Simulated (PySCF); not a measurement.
**Computed properties of Al(H)(Cl)(NMe2) (C2H7AlClN), SMILES [AlH]([N](C)C)[Cl]**

C2H7AlClN, SMILES C[N](C)[AlH][Cl]. The structure is a stationary point at B3LYP-D3(BJ)/def2-SVP. The structure was generated by enumeration; whether it is a known compound was not checked. The values are those of a single conformer. All values are computed for the isolated molecule unless a solvent is named; none is compared with measurement here.

**Structure.** The optimised structure has Cs symmetry. All 30 harmonic modes at B3LYP-D3(BJ)/def2-SVP (PySCF) are real, so it is a minimum. With heavy atoms numbered as in [AlH:1]([Cl:3])[N:4]([CH3:5])[CH3:6], the shortest bond between them is N4–C5 at 1.451 Å and the longest Al1–Cl3 at 2.115 Å.

**Vibrations.** The strongest infrared lines (harmonic, unscaled, degenerate partners summed) lie at 704 cm⁻¹ (197 km/mol, H 39 %, Al 39 %, C 18 %), 2969 cm⁻¹ (136 km/mol, H 97 %), 1993 cm⁻¹ (133 km/mol, H 96 %). The softest mode is at 89 cm⁻¹ and the zero-point energy is 56.9 kcal/mol.

**Electronic structure.** CAM-B3LYP/def2-TZVP (PySCF) places the frontier levels at -8.01 and 0.31 eV, a gap of 8.32 eV, and gives a dipole moment of 2.03 D and a mean polarisability of 70.3 bohr³. PBE/def2-TZVP (PySCF) at the same geometry gives -5.42 and -1.36 eV, so its gap is 4.26 eV narrower. An orbital gap is neither the optical nor the fundamental gap.

**Excitations.** TDDFT-B3LYP/def2-SVPD (PySCF) has S1 at 5.06 eV (245 nm, f = 0.135, bright); the most intense of the 10 singlets computed lies at 5.06 eV (f = 0.14). T1 (TDA) is at 4.14 eV. TDDFT-PBE/def2-SVPD (PySCF) puts S1 at 4.62 eV. No vertical singlet excitation falls in the visible range (under 3.1 eV).

**NMR.** GIAO shifts at PBE0/pcSseg-1 (PySCF) (non-relativistic, atoms alike by connectivity averaged): ¹³C at 42.6 ppm against TMS; ¹H from 3.0 to 4.7 ppm against TMS. Without spin–orbit terms, shifts of atoms bonded to Cl or Br come out too high.
